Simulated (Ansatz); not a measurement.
PdI₂. Charge 0, multiplicity 3. Geometry r2SCAN-D4/def2-TZVP; atoms count from 1.

```tsv
atom	x (Å)	y (Å)	z (Å)
Pd1	0.000	0.000	0.001
I2	1.380	2.027	-0.395
I3	-1.380	-2.027	0.394
```

In the def2 sets I, Pd take a core potential; there is no spin–orbit coupling. The structure comes from a short search, and lower isomers may exist.

Estimate the Mulliken populations from the PBE0/def2-TZVP orbitals of Ansatz.


```
atom  charge (e)  spin (α − β)  d electrons
 Pd1        0.20          0.93         8.88
  I2       -0.10          0.53            –
  I3       -0.10          0.53            –
```
Mulliken values depend strongly on the basis.

Where does the spin sit?

Summed by element: Pd 0.93, I 1.07, of 2 unpaired in all. Largest on single atoms: Pd1 0.93, I2 0.53, I3 0.53.

And the Mayer bond orders between heavy atoms (over 0.3)?

Pd1–I2 1.24 (2.48 Å); Pd1–I3 1.24 (2.48 Å).
